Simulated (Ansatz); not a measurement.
Al11, relaxed as a doublet with UKS PBE-D4/def2-SVP in Ansatz, starting from the GFN1-xTB geometry. Force threshold 0.03 eV/Å.

Another isomer (doublet) lies 0.26 eV lower at PBE0-D4/def2-TZVP; other spin states weren't run for this one.

Start:

```xyz
11

Al   -3.2026   -0.5933   -0.2334
Al   -0.8758    2.4601    1.9761
Al   -0.5109    2.1351   -2.4357
Al    1.5090    0.5231   -2.3066
Al   -1.4001   -2.4326    0.0359
Al    0.1874   -1.7705    2.2227
Al    0.5743   -2.0584   -1.9018
Al    1.0950    0.8483    2.4537
Al    2.7060    0.8057    0.1926
Al    1.9500   -1.6965    0.2967
Al   -2.0322    1.7791   -0.3001
```

(1) Estimate the energy that the relaxation releases and the steps that it takes.

(2) Does the start keep its bonding and symmetry?

(3) Predict the relaxed structure.

Results:

(1) 4.77 eV, in 28 steps; 2.7 min on 6 threads of Intel Xeon on a shared host. No frequencies were taken in this run, so the end may be a saddle point.

(2) Bonds formed: Al1–Al6, Al1–Al7, Al2–Al3, Al2–Al9, Al3–Al9, Al4–Al10, Al5–Al10, Al6–Al11 (atoms count from 1).

(3) 
Cartesian coordinates in Å:
```
Al -2.5957 -1.3733 -0.0747
Al 0.0479 2.8718 1.0874
Al 0.3090 2.6149 -1.6089
Al 1.1256 0.2143 -2.2240
Al -0.4667 -3.0026 0.2313
Al -0.9528 -1.1610 2.0775
Al -0.6990 -1.5290 -1.9743
Al 0.7911 0.6721 2.3318
Al 2.0836 1.2913 0.0550
Al 1.2229 -1.1677 0.2172
Al -0.8660 0.5692 -0.1185
```
Bond lengths (bridged metal pairs left out): 25 × Al–Al 2.49 to 2.86 Å.
